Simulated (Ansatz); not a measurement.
Level of theory: Ansatz (a first-principles code) with frozen-core CCSD(T)/def2-TZVPP // TPSS-D3(BJ)/def2-SVP.

Ansatz 0.2 input:
```yaml
crystal:
  periodic: [false, false, false]
  atoms:
    - { symbol: Mo, position_ang: [0.000318, 0.000344, -0.00037] }
    - { symbol: Cl, position_ang: [1.861475, -0.20198, -1.360172] }
    - { symbol: Cl, position_ang: [-1.248958, 0.711065, -1.813626] }
    - { symbol: Cl, position_ang: [0.574341, 2.19396, 0.464314] }
    - { symbol: Cl, position_ang: [-0.574494, -2.193217, -0.464494] }
    - { symbol: Cl, position_ang: [1.250106, -0.709933, 1.812699] }
    - { symbol: Cl, position_ang: [-1.861055, 0.201694, 1.359331] }
basis:
  gaussian: { orbitals: def2-TZVPP }
correlation:
  method: ccsd_t
```

Output:

```
Functional definition: HF
1882 factors; integrals over basis functions are off by at most 6.0e-4 eV
mean field evaluation 1: about -76847.5062 eV, gradient 7.7e1 eV
mean field evaluation 2: about -76848.0822 eV, gradient 7.7e1 eV
mean field evaluation 4: about -76861.9760 eV, gradient 1.8e1 eV
mean field evaluation 8: about -76862.7445 eV, gradient 1.7e0 eV
mean field evaluation 16: about -76862.7666 eV, gradient 1.9e-6 eV
mean field evaluation 32: about -76850.0978 eV, gradient 5.6e1 eV
mean field evaluation 64: about -76854.9489 eV, gradient 3.3e1 eV
mean field evaluation 96: about -76856.7918 eV, gradient 2.2e0 eV
mean field evaluation 128: about -76850.3041 eV, gradient 5.8e1 eV
mean field evaluation 160: about -76857.5852 eV, gradient 1.3e0 eV
mean field evaluation 192: about -76857.5142 eV, gradient 4.8e-1 eV
mean field evaluation 224: about -76857.4750 eV, gradient 7.7e-2 eV
mean field evaluation 256: about -76857.6204 eV, gradient 2.7e-1 eV
mean field evaluation 288: about -76856.8152 eV, gradient 2.0e-1 eV
mean field evaluation 320: about -76856.8232 eV, gradient 3.0e-2 eV
mean field evaluation 352: about -76850.4481 eV, gradient 5.4e1 eV
mean field evaluation 384: about -76856.7089 eV, gradient 2.6e-1 eV
mean field evaluation 416: about -76857.6735 eV, gradient 1.1e0 eV
mean field evaluation 448: about -76857.5710 eV, gradient 1.7e0 eV
mean field evaluation 480: about -76857.7228 eV, gradient 1.4e0 eV
mean field evaluation 512: about -76854.5668 eV, gradient 3.7e1 eV
mean field evaluation 544: about -76857.3924 eV, gradient 5.7e0 eV
mean field evaluation 576: about -76856.8379 eV, gradient 1.6e-1 eV
mean field evaluation 608: about -76856.7154 eV, gradient 4.0e0 eV
mean field evaluation 640: about -76856.7690 eV, gradient 3.3e-1 eV
mean field evaluation 672: about -76856.7764 eV, gradient 3.5e-1 eV
mean field evaluation 704: about -76847.1428 eV, gradient 4.3e1 eV
mean field -76862.76662830 eV, -2824.6545741356 hartree, gradient 2.1e-6 eV, S^2 0.000000; 0 other end points of the search recorded, 0 dependent functions left out
30 core orbitals not correlated
reference -76862.76662830 eV, -2824.6545741356 hartree; 28, 28 occupied and 250, 250 virtual orbitals, 1882 factors
second order -49.32080505 eV of doubles, -0.00000000 eV of singles
cycle   1  -44.86563641 eV  change     4.5e0 eV  update   5.0e-1
cycle   2  -48.02000382 eV  change    -3.2e0 eV  update   5.1e-1
cycle   3  -48.63173915 eV  change   -6.1e-1 eV  update   8.8e-2
cycle   4  -48.61487673 eV  change    1.7e-2 eV  update   5.4e-2
cycle   5  -48.59858175 eV  change    1.6e-2 eV  update   1.3e-2
cycle   6  -48.58622471 eV  change    1.2e-2 eV  update   5.1e-3
cycle   7  -48.58509328 eV  change    1.1e-3 eV  update   1.8e-3
cycle   8  -48.58520299 eV  change   -1.1e-4 eV  update   6.2e-4
cycle   9  -48.58606556 eV  change   -8.6e-4 eV  update   2.6e-4
cycle  10  -48.58645111 eV  change   -3.9e-4 eV  update   7.8e-5
cycle  11  -48.58639525 eV  change    5.6e-5 eV  update   2.2e-5
cycle  12  -48.58635034 eV  change    4.5e-5 eV  update   1.1e-5
perturbative correction -3.41809990 eV, -0.1256128545 hartree
Total energy: -76914.77107854 eV, -2826.5657024320 hartree
```

Cost: roughly 60 core-minutes.
